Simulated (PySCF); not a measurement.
## Two-photon absorption: `C1/C(Cl)=C/CCCCC1`, C8H13Cl

Geometry:
```json
{"atom": "Cl1", "x (Å)": "0.210", "y (Å)": "2.208", "z (Å)": "-1.283"}
{"atom": "C2", "x (Å)": "0.211", "y (Å)": "1.907", "z (Å)": "0.443"}
{"atom": "C3", "x (Å)": "1.292", "y (Å)": "1.419", "z (Å)": "1.062"}
{"atom": "C4", "x (Å)": "2.364", "y (Å)": "0.637", "z (Å)": "0.396"}
{"atom": "C5", "x (Å)": "1.881", "y (Å)": "-0.832", "z (Å)": "0.441"}
{"atom": "C6", "x (Å)": "0.429", "y (Å)": "-1.071", "z (Å)": "-0.014"}
{"atom": "C7", "x (Å)": "-0.717", "y (Å)": "-0.777", "z (Å)": "0.993"}
{"atom": "C8", "x (Å)": "-1.676", "y (Å)": "0.386", "z (Å)": "0.689"}
{"atom": "C9", "x (Å)": "-1.147", "y (Å)": "1.794", "z (Å)": "1.041"}
{"atom": "H10", "x (Å)": "1.176", "y (Å)": "1.267", "z (Å)": "2.142"}
{"atom": "H11", "x (Å)": "3.342", "y (Å)": "0.725", "z (Å)": "0.895"}
{"atom": "H12", "x (Å)": "2.486", "y (Å)": "0.963", "z (Å)": "-0.647"}
{"atom": "H13", "x (Å)": "1.998", "y (Å)": "-1.218", "z (Å)": "1.470"}
{"atom": "H14", "x (Å)": "2.557", "y (Å)": "-1.439", "z (Å)": "-0.185"}
{"atom": "H15", "x (Å)": "0.361", "y (Å)": "-2.136", "z (Å)": "-0.291"}
{"atom": "H16", "x (Å)": "0.251", "y (Å)": "-0.520", "z (Å)": "-0.952"}
{"atom": "H17", "x (Å)": "-0.298", "y (Å)": "-0.645", "z (Å)": "2.006"}
{"atom": "H18", "x (Å)": "-1.341", "y (Å)": "-1.682", "z (Å)": "1.063"}
{"atom": "H19", "x (Å)": "-1.938", "y (Å)": "0.368", "z (Å)": "-0.383"}
{"atom": "H20", "x (Å)": "-2.621", "y (Å)": "0.226", "z (Å)": "1.235"}
{"atom": "H21", "x (Å)": "-1.060", "y (Å)": "1.892", "z (Å)": "2.136"}
{"atom": "H22", "x (Å)": "-1.841", "y (Å)": "2.570", "z (Å)": "0.684"}
```

Method: PySCF 2.14.0, TDDFT CAM-B3LYP/aug-cc-pVDZ excited states, vertical, gas phase. Geometry: PBE0-D3(BJ)/def2-SVP.

Question: How strongly do the lowest singlets absorb one photon, and two photons of half the energy?

Answer: δ for parallel linear polarisation; σ at the peak of a Lorentzian of half width 0.1 eV, single beam; Ω is circular over linear.
```
state  E (eV)      f  photon λ (nm)  δ (au)  σ (GM)     Ω                                main
   S1    5.71  0.046            434    28.5    0.34  1.33    HOMO→LUMO 0.41, HOMO→LUMO+2 0.15
   S2    6.10  0.147            407     103    1.41  0.48  HOMO→LUMO+1 0.34, HOMO→LUMO+4 0.20
   S3    6.47  0.019            383     108    1.66  0.78    HOMO→LUMO+3 0.17, HOMO→LUMO 0.15
   S4    6.54  0.023            379    25.1    0.39  1.15  HOMO→LUMO+3 0.31, HOMO→LUMO+2 0.22
   S5    6.61  0.015            375    35.5    0.57  1.50  HOMO→LUMO+1 0.30, HOMO→LUMO+4 0.29
   S6    6.81  0.009            364     266    4.51  0.17  HOMO→LUMO+2 0.25, HOMO→LUMO+3 0.25
```

Among these, the strongest one-photon state is S2, the strongest two-photon state S6, with a dipole change of 11.0 D (relaxed, norm of the difference vector).
